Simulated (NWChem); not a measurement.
Molecule: BNH2Cl2; SMILES B(Cl)(Cl)N

```xyz
6

B      0.0000     0.0000    -0.3333
Cl     1.5354     0.0000     0.5593
Cl    -1.5354     0.0000     0.5593
N      0.0000     0.0000    -1.7306
H     -0.8610     0.0000    -2.2769
H      0.8610     0.0000    -2.2769
```
Atoms are numbered in this order, from 1.

Computed with NWChem. Pople sets run with spherical d functions. All runs use the structure optimised with PBE-D3(BJ)/def2-SVP. B3LYP is NWChem's, with the RPA form of VWN correlation. Atomic charges in e: unrestrained fits to the electrostatic potential beside Mulliken populations; buried atoms are poorly determined by the fit.

For level B3LYP/def2-SVP:

```
Quantity     Result
-----------  ------
ESP B1         0.37
Mulliken B1   -0.03
ESP N4        -0.66
Mulliken N4   -0.05
```

**Question.** Estimate the same quantities for level Hartree-Fock/6-31G*.

**Answer.** 
| Item | Result |
|---|---|
| ESP B1 | 0.68 |
| Mulliken B1 | 0.52 |
| ESP N4 | -0.93 |
| Mulliken N4 | -0.92 |
